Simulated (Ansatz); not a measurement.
`[F][GaH][SiH3]` and `[F][GaH][GaH2]` differ in one atom or group.

Ansatz, PBE0-D4/def2-TZVP geometries, multiplicity 1. 

Scalar relativity is left out up to krypton.

```tsv
property	`[F][GaH][SiH3]`
HOMO energy (PBE/def2-TZVPP) / eV	-6.86
LUMO energy (PBE0/def2-TZVPP) / eV	-1.96
HOMO–LUMO gap (PBE/def2-TZVPP) / eV	4.12
size of the dipole moment (B3LYP/def2-TZVPP) / D	2.33
size of the dipole moment (ωB97M-V/def2-TZVPP) / D	2.31
HOMO–LUMO gap (PBE0/def2-TZVPP) / eV	6.07
```

Q: Give the same properties after the change, and the shifts. (Estimate.)

A: Computed: 
```json
{"property": "HOMO energy (PBE/def2-TZVPP) / eV", "`[F][GaH][GaH2]`": "-6.35", "shift": "0.51"}
{"property": "LUMO energy (PBE0/def2-TZVPP) / eV", "`[F][GaH][GaH2]`": "-2.40", "shift": "-0.44"}
{"property": "HOMO–LUMO gap (PBE/def2-TZVPP) / eV", "`[F][GaH][GaH2]`": "3.16", "shift": "-0.96"}
{"property": "size of the dipole moment (B3LYP/def2-TZVPP) / D", "`[F][GaH][GaH2]`": "2.43", "shift": "0.10"}
{"property": "size of the dipole moment (ωB97M-V/def2-TZVPP) / D", "`[F][GaH][GaH2]`": "2.42", "shift": "0.11"}
{"property": "HOMO–LUMO gap (PBE0/def2-TZVPP) / eV", "`[F][GaH][GaH2]`": "5.04", "shift": "-1.03"}
```

With PBE0 the HOMO rises by 0.59 eV and the LUMO falls by 0.44 eV, so the gap narrows by about 1.03 eV. PBE moves the HOMO by 0.51 eV and ωB97M-V by 0.61 eV. The zero-point energy changes by -29.1 kJ/mol with -3 modes. Dipoles are sizes alone; their direction can turn.

B3LYP here is the variant with VWN-RPA as its local correlation; programs differ in this.
